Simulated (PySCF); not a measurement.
C8H7N3.
SMILES with atom numbers: `[CH3:1]/[N:2]=[CH:3]\[c:4]1[cH:5][c:6]([C:7]#[N:8])[cH:9][cH:10][n:11]1` (hydrogens: H12, H13, H14 on C1; H15 on C3; H16 on C5; H17 on C9; H18 on C10)

Method: PBE0-D3(BJ)/def2-SVP geometry optimisation, gas phase in PySCF; density fitting, grid level 1; the optimiser is geomeTRIC in internal coordinates, started from a GFN2-xTB structure with every atom displaced at random (about 0.01 Å).

Step 2: E = -12854.3502 eV
```
atom  x, y, z in Å  |  force x, y, z in eV/Å
C1     -3.1013   -0.7501    0.2095   -0.056  -0.069   0.120
N2     -2.7233   -0.1949   -1.0586    0.010  -0.052  -0.149
C3     -1.5502    0.2029   -1.3285   -0.058  -0.048   0.133
C4     -0.3476    0.2261   -0.4659    0.176   0.075  -0.121
C5      0.8405    0.7509   -1.0029   -0.110  -0.060   0.076
C6      1.9825    0.7733   -0.2018    0.034   0.017  -0.003
C7      3.2168    1.2962   -0.7109    0.009  -0.014   0.029
N8      4.2170    1.7145   -1.1191   -0.001   0.007  -0.007
C9      1.9027    0.2747    1.1053    0.051   0.003   0.022
C10     0.6770   -0.2208    1.5407    0.011   0.043  -0.075
N11    -0.4125   -0.2441    0.7834    0.041  -0.032   0.035
H12    -4.1730   -0.9969    0.1949   -0.008   0.012  -0.026
H13    -2.8997   -0.0573    1.0434   -0.032  -0.027  -0.011
H14    -2.5281   -1.6656    0.4477   -0.061   0.111  -0.047
H15    -1.3773    0.5903   -2.3468   -0.019   0.035   0.024
H16     0.8676    1.1329   -2.0252    0.003  -0.010   0.008
H17     2.7750    0.2754    1.7602    0.007   0.002  -0.008
H18     0.5764   -0.6194    2.5563    0.002   0.006  -0.001
```

Step 3: E = -12854.3237 eV
```
atom  x, y, z in Å  |  force x, y, z in eV/Å
C1     -3.1941   -0.7730    0.1678   -0.314   0.712   0.104
N2     -2.7310   -0.1809   -1.0597   -0.006  -0.266   0.282
C3     -1.5381    0.1892   -1.2614    0.250   0.193  -0.444
C4     -0.3076    0.2083   -0.4297   -0.648  -0.120   0.295
C5      0.8576    0.7341   -0.9937    0.170  -0.063   0.184
C6      2.0127    0.7777   -0.2087    0.004   0.028   0.109
C7      3.2331    1.3096   -0.7408    0.035   0.000   0.006
N8      4.2208    1.7382   -1.1692   -0.029  -0.009   0.008
C9      1.9553    0.3014    1.1104   -0.058   0.000  -0.305
C10     0.7414   -0.2038    1.5665   -0.051   0.037  -0.045
N11    -0.3617   -0.2416    0.8293    0.099  -0.118   0.010
H12    -4.2809   -0.9605    0.0895    0.212   0.001   0.039
H13    -3.0014   -0.1163    1.0397   -0.063  -0.115  -0.128
H14    -2.6836   -1.7065    0.3908    0.257  -0.466   0.056
H15    -1.3448    0.5927   -2.2643    0.024   0.134  -0.209
H16     0.8636    1.1023   -2.0168    0.004   0.036  -0.137
H17     2.8340    0.3158    1.7480    0.148   0.014   0.103
H18     0.6670   -0.5983    2.5838   -0.035   0.003   0.073
```

Step 4: E = -12854.3566 eV
```
atom  x, y, z in Å  |  force x, y, z in eV/Å
C1     -3.1497   -0.7565    0.1896   -0.040   0.091   0.099
N2     -2.7254   -0.1952   -1.0624    0.052  -0.088   0.006
C3     -1.5428    0.1943   -1.3000   -0.022   0.033  -0.082
C4     -0.3328    0.2214   -0.4446   -0.040  -0.019   0.008
C5      0.8464    0.7483   -0.9931   -0.032  -0.037   0.066
C6      1.9973    0.7778   -0.2038    0.025   0.004   0.028
C7      3.2248    1.3041   -0.7256    0.012  -0.006   0.014
N8      4.2192    1.7259   -1.1445   -0.010   0.002  -0.001
C9      1.9324    0.2824    1.1057    0.009   0.019  -0.059
C10     0.7119   -0.2162    1.5521   -0.025   0.019  -0.038
N11    -0.3858   -0.2463    0.8065   -0.017  -0.045   0.034
H12    -4.2243   -0.9906    0.1376    0.044   0.017   0.000
H13    -2.9678   -0.0717    1.0357   -0.025  -0.022  -0.027
H14    -2.5967   -1.6762    0.4372    0.029  -0.030  -0.019
H15    -1.3591    0.5842   -2.3142    0.006   0.058  -0.035
H16     0.8618    1.1274   -2.0157    0.004   0.002  -0.024
H17     2.8100    0.2879    1.7517    0.032   0.001   0.015
H18     0.6232   -0.6126    2.5692   -0.002   0.001   0.014
```

Q: Estimate the geometry and energy of step 5. (The exact step hangs on the optimiser's Hessian estimate; all steps are aligned on step 4, rigid shifts and turns removed.)

A: E = -12854.3567 eV, largest force 0.165 eV/Å
```
atom  x, y, z in Å  |  force x, y, z in eV/Å
C1     -3.1470   -0.7385    0.1998    0.061  -0.151  -0.026
N2     -2.7193   -0.2198   -1.0700   -0.009   0.125  -0.001
C3     -1.5415    0.1803   -1.3151   -0.040  -0.023   0.052
C4     -0.3359    0.2058   -0.4521    0.077   0.048  -0.030
C5      0.8437    0.7431   -0.9891   -0.007   0.027  -0.073
C6      1.9962    0.7791   -0.2018    0.007  -0.014   0.022
C7      3.2210    1.3187   -0.7160   -0.016  -0.001  -0.022
N8      4.2127    1.7520   -1.1295   -0.002   0.003   0.001
C9      1.9343    0.2745    1.1029   -0.053   0.013  -0.039
C10     0.7135   -0.2352    1.5382   -0.018  -0.060   0.098
N11    -0.3852   -0.2749    0.7944    0.011   0.031   0.020
H12    -4.2137   -0.9986    0.1428   -0.013   0.018   0.003
H13    -2.9936   -0.0196    1.0207    0.013   0.030  -0.016
H14    -2.5753   -1.6370    0.4865   -0.020   0.011   0.012
H15    -1.3623    0.5827   -2.3269    0.015  -0.047  -0.003
H16     0.8589    1.1288   -2.0100    0.004  -0.001  -0.003
H17     2.8107    0.2831    1.7525   -0.017  -0.004   0.000
H18     0.6251   -0.6363    2.5540    0.007  -0.006   0.004
```

The energy changes by -0.0001 eV. The first-order estimate −F·Δx gives -0.0066 eV and the mean of the old and new forces, exact on a quadratic surface, +0.0003 eV. The step makes an angle of 78° with the force vector and moves no atom by more than 0.067 Å.

The cost below is that of the whole optimisation. The run took 3.6 min on one thread of an Arm Neoverse V1, no GPU (shared host), and the process peaked at 0.80 GiB of memory.
